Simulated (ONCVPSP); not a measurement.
## Cutoff test, fluorine (F), ONCV

```
Element                 : F
Generator               : ONCVPSP 4.0.1
Type                    : optimised norm-conserving Vanderbilt (ONCV)
Functional              : LDA (Perdew-Zunger)
Relativity              : scalar-relativistic
Frozen core             : [He]
Valence charge          : 7
Reference configuration : 2s2 2p5
Partial waves           : 2s: rc 0.80 bohr, ncon 4, nbas 8, qcut 9.1 1/bohr, 2 projectors, debl 1.1 Ha; 2p: rc 1.85 bohr, ncon 5, nbas 9, qcut 6.4 1/bohr, 2 projectors, debl 1.5 Ha
Local potential         : polynomial inside 0.70 bohr (lpopt 5, dvloc0 0 Ha)
Core correction         : Teter function, fcfact 5.5, rcfact 1.5
```

Q: For each optimised wave give the share of its norm inside rc, the residual kinetic energy above qcut (Ha) and the cutoffs (Ha) for errors of 10, 1, 0.1 and 0.01 mHa per electron.

A:

```json
{"wave": "2s", "norm inside rc": "0.375", "residual KE": "1.8e-03", "10 mHa": "30.5", "1 mHa": "49.8", "0.1 mHa": "240.7", "0.01 mHa": "286.3"}
{"wave": "s projector 2", "norm inside rc": "0.009", "residual KE": "5.6e-05", "10 mHa": "3.1", "1 mHa": "23.2", "0.1 mHa": "38.3", "0.01 mHa": "82.8"}
{"wave": "2p", "norm inside rc": "0.882", "residual KE": "5.8e-04", "10 mHa": "15.8", "1 mHa": "19.7", "0.1 mHa": "61.7", "0.01 mHa": "77.2"}
{"wave": "p projector 2", "norm inside rc": "0.117", "residual KE": "9.3e-04", "10 mHa": "15.6", "1 mHa": "20.4", "0.1 mHa": "52.7", "0.01 mHa": "91.9"}
```

The occupied waves need 50 Ha and 241 Ha for 1 and 0.1 mHa. Rows with under 1 % of the norm inside rc give no meaningful cutoff. Its largest configuration-test error is +8136 meV.
